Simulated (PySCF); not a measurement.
C3H3BF2O, SMILES B(F)(F)C1=CCO1. Coordinates come from a PBE0-D3(BJ)/def2-SVP optimisation. The structure was generated by enumeration, and PubChem lists no compound with its InChIKey, so it may never have been made. One conformer was computed; it need not be the lowest.

Problem. Give the equilibrium geometry at PBE0-D3(BJ)/def2-SVP (PySCF confirms it by a frequency run) as bond lengths and angles, and its point group. (The exact figures need the calculation; the answer reports its results.)

Solution. This is not unique; one that fits is point group Cs.
Atoms: F1 B2 F3 C4 C5 C6 O7 H8 H9 H10. Bond lengths (Å): F1–B2 1.315, B2–F3 1.319, B2–C4 1.549, C4–C5 1.352, C4–O7 1.383, C5–C6 1.498, C5–H8 1.087, C6–O7 1.445, C6–H9 1.102, C6–H10 1.102. Bond angles (°): F1–B2–F3 118.2, F1–B2–C4 122.0, F3–B2–C4 119.8, B2–C4–C5 137.6, B2–C4–O7 124.9, C5–C4–O7 97.5, C4–C5–C6 86.4, C4–C5–H8 136.8, C6–C5–H8 136.8, C5–C6–O7 88.7, C5–C6–H9 117.0, C5–C6–H10 117.0, O7–C6–H9 111.1, O7–C6–H10 111.1, H9–C6–H10 110.0, C4–O7–C6 87.4.
Charge 0, spin multiplicity 1.
